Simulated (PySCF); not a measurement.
B2GeH6N, CH7BGeN, BCl2GeH2, BGeH6N2 and others (calculated)

Calculation on a computer-drawn molecule: the log of a Hartree-Fock and frozen-core CCSD(T) single point meant for a local Hartree-Fock minimum, with one planted fault or none, to be diagnosed. Offsets are logged minus clean, where the clean run is the same molecule without the fault. The reference is restricted for singlets and unrestricted otherwise, and also for a bond in bohr or an excited solution. Adding or removing an electron swaps singlet and doublet. The excited solution moves the top pair (singlet) or top alpha electron (doublet) to the lowest empty orbital. Highest occupied and lowest empty are orbital energies over both spins, largest force is the largest gradient component, triples share is (T) over the correlation energy, the T1 limit is 0.02 restricted and 0.045 unrestricted, electrons count all cores, a negative frequency is imaginary (commonest isotopes), and the dipole is about the centre of nuclear charge; on germanium a core potential holds 10 electrons, which the energies leave out, and 3d is frozen in MP2 and coupled-cluster steps. Program: PySCF 2.14.0.

Common to all runs: logged SCF converged yes; possible faults no fault, one electron removed, one electron added, multiplicity raised by two, geometry at a saddle point, SCF held on an excited solution, minimal basis STO-3G, one bond length entered in bohr, all coordinates scaled.

(1) 
```xyz
10
formula=B2GeH6N meant_charge=0 meant_multiplicity=2 meant_basis=cc-pVDZ meant_basis_and_core_potential_on_germanium=cc-pVDZ-PP_ECP10MDF logged_electrons=55 logged_basis_functions=95 logged_spin_squared=0.7648 logged_highest_occupied=-4.4021 logged_lowest_empty=-2.2182 logged_largest_force=0.022778 logged_dipole_magnitude=3.4101 logged_SCF_stable_within_its_kind=no logged_energy_HF=-400.53525 planted_fault=SCF_held_on_an_excited_solution HF_energy_offset_from_clean_run=61.93
B     -0.3246    -1.5786    -0.4324
Ge    -0.0609    -0.5215     1.2677
B     -0.5175     1.4184     1.5927
N      0.5668    -1.4507     2.7026
H     -0.0389    -2.7405    -0.5001
H     -0.7700    -1.0186    -1.3927
H     -0.3401     1.9351     2.6593
H     -0.9682     2.0609     0.6881
H      1.0505    -2.3157     2.5514
H      0.9631    -0.9489     3.4748
```

Units: logged_highest_occupied, logged_lowest_empty in eV; logged_largest_force in hartree/bohr; logged_dipole_magnitude in debye; logged_energy_HF in hartree; HF_energy_offset_from_clean_run in kcal/mol.

Drawn bonds:
| atom | other atom | order |
| --- | --- | --- |
| 1 | 2 | 1 |
| 2 | 3 | 1 |
| 2 | 4 | 1 |
| 1 | 5 | 1 |
| 1 | 6 | 1 |
| 3 | 7 | 1 |
| 3 | 8 | 1 |
| 4 | 9 | 1 |
| 4 | 10 | 1 |

Notes: coupled-cluster numbers left out as unreliable.

(2) 
```xyz
11
formula=CH7BGeN meant_charge=0 meant_multiplicity=2 meant_basis=cc-pVDZ meant_basis_and_core_potential_on_germanium=cc-pVDZ-PP_ECP10MDF logged_electrons=57 logged_basis_functions=100 logged_spin_squared=3.7853 logged_highest_occupied=-3.5402 logged_lowest_empty=-1.169 logged_largest_force=0.085752 logged_dipole_magnitude=9.7199 logged_SCF_stable_within_its_kind=yes logged_energy_HF=-414.21893 planted_fault=multiplicity_raised_by_two HF_energy_offset_from_clean_run=131.3
B      0.3484     0.0469    -1.6242
Ge    -0.6753     1.3891    -0.6258
C     -0.1860     3.2137    -0.1311
N     -2.3074     1.0783     0.0891
H     -0.1301    -1.0323    -1.8308
H      1.4409     0.3479    -2.0148
H     -0.8955     3.9268    -0.5571
H      0.8130     3.4487    -0.4990
H     -0.1988     3.3221     0.9555
H     -2.8269     0.2667    -0.1859
H     -2.9135     1.8371     0.3360
```

Units: logged_highest_occupied, logged_lowest_empty in eV; logged_largest_force in hartree/bohr; logged_dipole_magnitude in debye; logged_energy_HF in hartree; HF_energy_offset_from_clean_run in kcal/mol.

Drawn bonds:
| atom | other atom | order |
| --- | --- | --- |
| 1 | 2 | 1 |
| 2 | 3 | 1 |
| 2 | 4 | 1 |
| 1 | 5 | 1 |
| 1 | 6 | 1 |
| 3 | 7 | 1 |
| 3 | 8 | 1 |
| 3 | 9 | 1 |
| 4 | 10 | 1 |
| 4 | 11 | 1 |

Notes: coupled-cluster numbers left out as unreliable.

(3) 
```xyz
6
formula=BCl2GeH2 meant_charge=0 meant_multiplicity=2 meant_basis=cc-pV(D+d)Z meant_basis_and_core_potential_on_germanium=cc-pVDZ-PP_ECP10MDF logged_electrons=73 logged_basis_functions=93 logged_spin_squared=0.7588 logged_highest_occupied=-8.4612 logged_lowest_empty=-0.005776 logged_largest_force=2.574e-05 logged_lowest_frequency=-101.53 logged_T1_diagnostic=0.016106 logged_D1_diagnostic=0.069491 logged_triples_share=0.0282 logged_CC_converged=yes logged_dipole_magnitude=1.2889 logged_SCF_stable_within_its_kind=yes logged_energy_HF=-1238.27448 logged_energy_CCSD(T)=-1238.77036 planted_fault=geometry_at_a_saddle_point HF_energy_offset_from_clean_run=3.074 CCSD(T)_energy_offset_from_clean_run=-2.234
B     -1.2340     0.0000     0.0000
Ge     0.7338     0.0000     0.0000
Cl     2.0175    -1.7123     0.0000
Cl     2.0175     1.7123     0.0000
H     -1.7674     1.0643     0.0000
H     -1.7674    -1.0643     0.0000
```

Units: logged_highest_occupied, logged_lowest_empty in eV; logged_largest_force in hartree/bohr; logged_lowest_frequency in cm⁻¹; logged_dipole_magnitude in debye; logged_energy_HF, logged_energy_CCSD(T) in hartree; HF_energy_offset_from_clean_run, CCSD(T)_energy_offset_from_clean_run in kcal/mol.

Drawn bonds:
| atom | other atom | order |
| --- | --- | --- |
| 1 | 2 | 1 |
| 2 | 3 | 1 |
| 2 | 4 | 1 |
| 1 | 5 | 1 |
| 1 | 6 | 1 |

(4) 
```xyz
10
formula=BGeH6N2 meant_charge=0 meant_multiplicity=2 meant_basis=cc-pVDZ meant_basis_and_core_potential_on_germanium=cc-pVDZ-PP_ECP10MDF logged_electrons=57 logged_basis_functions=95 logged_spin_squared=0.7567 logged_highest_occupied=-6.8553 logged_lowest_empty=1.7439 logged_largest_force=3.515e-05 logged_lowest_frequency=109.32 logged_T1_diagnostic=0.014708 logged_D1_diagnostic=0.066144 logged_triples_share=0.027401 logged_CC_converged=yes logged_dipole_magnitude=4.0568 logged_SCF_stable_within_its_kind=yes logged_energy_HF=-430.43757 logged_energy_CCSD(T)=-431.01142 planted_fault=no_fault HF_energy_offset_from_clean_run=0 CCSD(T)_energy_offset_from_clean_run=0
B     -1.1990    -2.5915    -1.4406
Ge    -1.6465    -1.3570     0.0099
N     -1.2305     0.3885     0.1241
N     -2.6373    -1.7001     1.4720
H     -1.5864    -3.7218    -1.3543
H     -0.5549    -2.1696    -2.3582
H     -0.5450     0.7733    -0.4967
H     -1.2751     0.8902     0.9898
H     -2.8517    -2.6512     1.7029
H     -2.5856    -1.1229     2.2891
```

Units: logged_highest_occupied, logged_lowest_empty in eV; logged_largest_force in hartree/bohr; logged_lowest_frequency in cm⁻¹; logged_dipole_magnitude in debye; logged_energy_HF, logged_energy_CCSD(T) in hartree; HF_energy_offset_from_clean_run, CCSD(T)_energy_offset_from_clean_run in kcal/mol.

Drawn bonds:
| atom | other atom | order |
| --- | --- | --- |
| 1 | 2 | 1 |
| 2 | 3 | 1 |
| 2 | 4 | 1 |
| 1 | 5 | 1 |
| 1 | 6 | 1 |
| 3 | 7 | 1 |
| 3 | 8 | 1 |
| 4 | 9 | 1 |
| 4 | 10 | 1 |

(5) 
```xyz
10
formula=BGeH6N2 meant_charge=0 meant_multiplicity=2 meant_basis=cc-pVDZ meant_basis_and_core_potential_on_germanium=cc-pVDZ-PP_ECP10MDF logged_electrons=56 logged_basis_functions=95 logged_spin_squared=0 logged_highest_occupied=-16.022 logged_lowest_empty=-5.3188 logged_largest_force=0.072395 logged_T1_diagnostic=0.020447 logged_D1_diagnostic=0.088769 logged_triples_share=0.028902 logged_CC_converged=yes logged_dipole_magnitude=1.6825 logged_SCF_stable_within_its_kind=yes logged_energy_HF=-430.21496 logged_energy_CCSD(T)=-430.77618 planted_fault=one_electron_removed HF_energy_offset_from_clean_run=139.7 CCSD(T)_energy_offset_from_clean_run=147.6
B     -1.1990    -2.5915    -1.4406
Ge    -1.6465    -1.3570     0.0099
N     -1.2305     0.3885     0.1241
N     -2.6373    -1.7001     1.4720
H     -1.5864    -3.7218    -1.3543
H     -0.5549    -2.1696    -2.3582
H     -0.5450     0.7733    -0.4967
H     -1.2751     0.8902     0.9898
H     -2.8517    -2.6512     1.7029
H     -2.5856    -1.1229     2.2891
```

Units: logged_highest_occupied, logged_lowest_empty in eV; logged_largest_force in hartree/bohr; logged_dipole_magnitude in debye; logged_energy_HF, logged_energy_CCSD(T) in hartree; HF_energy_offset_from_clean_run, CCSD(T)_energy_offset_from_clean_run in kcal/mol.

Drawn bonds:
| atom | other atom | order |
| --- | --- | --- |
| 1 | 2 | 1 |
| 2 | 3 | 1 |
| 2 | 4 | 1 |
| 1 | 5 | 1 |
| 1 | 6 | 1 |
| 3 | 7 | 1 |
| 3 | 8 | 1 |
| 4 | 9 | 1 |
| 4 | 10 | 1 |

Notes: T1 above single-reference limit.

(6) 
```xyz
7
formula=BGeH4O meant_charge=-1 meant_multiplicity=1 meant_basis=aug-cc-pVDZ meant_basis_and_core_potential_on_germanium=aug-cc-pVDZ-PP_ECP10MDF logged_electrons=50 logged_basis_functions=114 logged_spin_squared=0 logged_highest_occupied=-4.6767 logged_lowest_empty=3.7811 logged_largest_force=1.476e-05 logged_lowest_frequency=102.21 logged_T1_diagnostic=0.023134 logged_D1_diagnostic=0.075931 logged_triples_share=0.038551 logged_CC_converged=yes logged_dipole_magnitude=2.2849 logged_SCF_stable_within_its_kind=yes logged_energy_HF=-395.25306 logged_energy_CCSD(T)=-395.73357 planted_fault=no_fault HF_energy_offset_from_clean_run=0 CCSD(T)_energy_offset_from_clean_run=0
B     -0.6560     0.3703     1.0859
Ge     0.9457     0.1514    -0.2556
O      2.1463     1.1205    -0.8569
H     -0.6888     1.5060     1.5317
H     -1.6441     0.0785     0.4120
H     -0.4422    -0.4881     1.9419
H      1.0862    -1.3069    -0.8902
```

Units: logged_highest_occupied, logged_lowest_empty in eV; logged_largest_force in hartree/bohr; logged_lowest_frequency in cm⁻¹; logged_dipole_magnitude in debye; logged_energy_HF, logged_energy_CCSD(T) in hartree; HF_energy_offset_from_clean_run, CCSD(T)_energy_offset_from_clean_run in kcal/mol.

Drawn bonds:
| atom | other atom | order |
| --- | --- | --- |
| 1 | 2 | 1 |
| 2 | 3 | 2 |
| 1 | 4 | 1 |
| 1 | 5 | 1 |
| 1 | 6 | 1 |
| 2 | 7 | 1 |

Notes: T1 above single-reference limit.
